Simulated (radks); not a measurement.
The numbers below are computed, except where a source is named.
Problem. The technetium ion Tc2+, 41 electrons, occupied as [Kr] 4d5. Code: a radial shooting solver on a logarithmic mesh with Libxc functionals. Model: scalar-relativistic Kohn-Sham, PBE, spin-polarised, spherical densities, finite nucleus; open shells are filled with parallel spins first (spin-orbit coupling, left out, can overturn this in heavy ions); Fermi nuclear charge, rms radius 4.4112 fm. Some entries of the table are withheld. Estimate them.

orbital  occ.  eigenvalue (Ry)  <r> (bohr)  <1/r> (bohr^-1)
1s down     1        -1534.936     0.03428            44.70
1s up       1        -1534.935     0.03428            44.70
2s up       1        -220.0031      0.1496            10.08
2s down     1        -219.9556      0.1496            10.09
2p up       3        -197.0204      0.1304            9.793
2p down     3        -196.9850      0.1304            9.794
3s up       1        -39.28549      0.4154            3.480
3s down     1        -39.26140      0.4154            3.479
3p up       3        -31.74319      0.4164            3.312
3p down     3        -31.71577      0.4163            3.311
3d up       5        -19.54200      0.3991            3.082
3d down     5        -19.49855      0.3989            3.082
4s up       1         -6.66758         (1)            1.285
4s down     1         -6.42272         (2)            1.298
4p up       3         -4.61742         (3)            1.144
4p down     3         -4.35096         (4)            1.156
4d up       5         -1.75063       1.604           0.8253
4d down     0         -1.47215       1.634           0.8180

Solution. 
(1) 4s up <r> (bohr): 1.061
(2) 4s down <r> (bohr): 1.054
(3) 4p up <r> (bohr): 1.174
(4) 4p down <r> (bohr): 1.167
